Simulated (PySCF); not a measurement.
Which level of theory gave which numbers?

Species: C6H11F.
Z-matrix (Å and degrees, PBE0-D3(BJ)/def2-SVP geometry), rows numbered from 1:
```
F 
C   1  1.3899
C   2  1.5186  1  108.41
C   3  1.5256  2  111.52  1    65.66
C   4  1.5259  3  111.36  2    54.48
C   5  1.5260  4  111.16  3   -55.29
C   2  1.5185  1  108.37  3   122.02
H   2  1.1041  1  106.78  3  -118.99
H   3  1.1014  2  109.05  1   -57.35
H   3  1.1040  2  108.01  1  -173.10
H   4  1.1029  3  108.54  2   -65.86
H   4  1.1015  3  110.14  2   177.79
H   5  1.1018  4  110.37  3  -178.11
H   5  1.1058  4  109.25  3    65.36
H   6  1.1015  5  110.77  4   178.27
H   6  1.1029  5  109.27  4   -64.56
H   7  1.1040  2  108.05  1   173.06
H   7  1.1014  2  109.03  1    57.30
```

The closed-shell ground state was solved 5 times with PySCF (density fitting, gas phase), always in the pcSseg-1 basis (174 functions), with these functionals: B97-2, B97-D, BHandHLYP, HF and mPW1PW91.

| row | total energy (Eh) | HOMO (eV) | LUMO (eV) | dipole (D) |
| --- | --- | --- | --- | --- |
| P | -335.0076 | -8.54 | 1.29 | 1.73 |
| Q | -334.9672 | -8.25 | 1.29 | 1.71 |
| R | -334.8374 | -7.09 | 0.58 | 1.62 |
| S | -333.0096 | -11.90 | 4.14 | 1.96 |
| T | -334.8876 | -9.86 | 1.97 | 1.83 |

Which functional belongs to which row?

P = mPW1PW91, Q = B97-2, R = B97-D, S = HF, T = BHandHLYP. By rising HOMO–LUMO gap: B97-D (GGA) 7.67 eV; B97-2 (global hybrid, 21 % exact exchange) 9.54 eV; mPW1PW91 (global hybrid, 25 % exact exchange) 9.83 eV; BHandHLYP (global hybrid, 50 % exact exchange) 11.83 eV; HF (all exact exchange) 16.04 eV. Total energies of different functionals aren't bounds to one another; each is stationary for its own functional.

One conformer stands for the species.

The pairwise dispersion term of B97-D wasn't added to the energies; at a given geometry it leaves orbitals and properties as they are.
